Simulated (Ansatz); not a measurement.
From C to Ge: the dipole moment

One atom is swapped for its congeners: C2H4Cl2 (1,1-dichloroethane) `CC(Cl)Cl`; SiH(CH3)Cl2 (methyldichlorosilane); GeH(CH3)Cl2. All are singlets with charge 0.

Shapes, held fixed at every level: PBE0-D4/def2-TZVP. Programs: Ansatz 0.2.0. Values in D.

```tsv
level	C2H4Cl2	SiH(CH3)Cl2	GeH(CH3)Cl2
PBE-D4/def2-TZVPP	1.96	1.93	2.62
r2SCAN-D4/def2-TZVPP	2.09	2.00	2.72
B3LYP-D4/def2-TZVPP	2.02	1.97	2.69
wB97M-V/def2-TZVPP	2.02	1.97	2.70
measured	2.06	–	–
```

At wB97M-V/def2-TZVPP the dipole moment isn't monotonic: it is largest for Ge and smallest for Si (2.70 and 1.97 D). Every level shows the same order. Measured values: NIST CCCBDB. Relativity is left out for Ge unless named.
